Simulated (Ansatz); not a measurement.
Cost and result for the atomization energy of C2H3FIN (`C/N=C(\F)I`) (8 atoms, 7 bonds).

The species carries charge 0 and has multiplicity 1. Correlated methods include outer-core shells of I, which these sets cover unevenly. I takes the def2 core potential. The structure was optimised at the PBE0-D4/def2-TZVP level. Program: Ansatz. All runs use 4 threads of an AMD EPYC 7B13 on a shared host. Times are those of one run each, without the atoms' runs, and a repeat can differ threefold. Electronic energies, without spin–orbit coupling; frozen cores. CCSD(T)/CBS adds CCSD(T) − MP2 in def2-TZVPP to the MP2 limit, and its time is that of the two runs behind it. T1 = 0.012. With those shells the extrapolation isn't a true limit. B3LYP takes the VWN-RPA correlation (the form of Gaussian; ORCA's B3LYP/G).

CCSD(T)/CBS is a level of theory with its own doubt, some kJ/mol a heavy atom from the limit and from the frozen cores, so smaller differences don't rank the functionals.

```json
{"level": "LDA (SPW92)/def2-TZVPP", "functions": "216", "wall time": "0.9 s"}
{"level": "revPBE-D4/def2-TZVPP", "functions": "216", "wall time": "1.3 s"}
{"level": "PBE-D4/def2-TZVPP (with forces)", "functions": "216", "wall time": "1.6 s"}
{"level": "PBE0-D4/def2-TZVPP", "functions": "216", "wall time": "1.9 s"}
{"level": "B3LYP-D4/def2-TZVPP (with forces)", "functions": "216", "wall time": "2.8 s"}
{"level": "r2SCANh-D4/def2-TZVPP", "functions": "216", "wall time": "3.1 s"}
{"level": "B2PLYP/def2-TZVPP", "functions": "216", "wall time": "3.9 s"}
{"level": "PBE-QIDH/def2-TZVPP", "functions": "216", "wall time": "3.9 s"}
{"level": "ωB97X-V/def2-TZVPP", "functions": "216", "wall time": "4.3 s"}
{"level": "CCSD(T)/def2-SVP", "functions": "97", "wall time": "4.7 s"}
{"level": "MP2/def2-QZVPP", "functions": "400", "wall time": "12 s"}
{"level": "CCSD(T)/def2-TZVPP", "functions": "216", "wall time": "110 s"}
{"level": "CCSD(T)/CBS(def2)", "functions": "–", "wall time": "120 s"}
```

Task: What atomization energy does each give, and how far from CCSD(T)/CBS? (An estimate is asked.)

Result: Computed: 
```csv
level,atomization (kJ/mol),difference from CCSD(T)/CBS,per bond
LDA (SPW92)/def2-TZVPP,3509.4,577.9,82.6
revPBE-D4/def2-TZVPP,2981.4,49.9,7.1
PBE-D4/def2-TZVPP (with forces),3082.1,150.6,21.5
PBE0-D4/def2-TZVPP,2968.1,36.6,5.2
B3LYP-D4/def2-TZVPP (with forces),2941.9,10.4,1.5
r2SCANh-D4/def2-TZVPP,2912.4,-19.1,-2.7
B2PLYP/def2-TZVPP,2906.5,-25.0,-3.6
PBE-QIDH/def2-TZVPP,2912.8,-18.7,-2.7
ωB97X-V/def2-TZVPP,2941.7,10.2,1.5
CCSD(T)/def2-SVP,2750.9,-180.6,-25.8
MP2/def2-QZVPP,2986.5,55.0,7.9
CCSD(T)/def2-TZVPP,2836.0,-95.5,-13.6
CCSD(T)/CBS(def2),2931.5,0.0,0.0
```

Leaving LDA and LC-ωPBE aside and taking each functional with its dispersion term where it has one, the values, not all of them listed here, spread over 292.9 kJ/mol, from BHLYP-D4 to PBE-D4. LDA lies +444.1 kJ/mol from PBE without D4, its usual overbinding. From BLYP to BHLYP (50 % exact exchange), in def2-TZVPP and without D4, the atomization energy moves by −174.1 kJ/mol: exact exchange takes away binding that semilocal exchange gives to molecules. In def2-TZVPP, CCSD(T) changes the Hartree–Fock value by +908.1 kJ/mol (the triples alone add +72.1 kJ/mol) and MP2 by +1002.1 kJ/mol; breaking electron pairs costs correlation energy, which Hartree–Fock lacks.

Spin–orbit coupling would lower the free I atoms strongly, and the atomization energy with them, by more than many differences here.
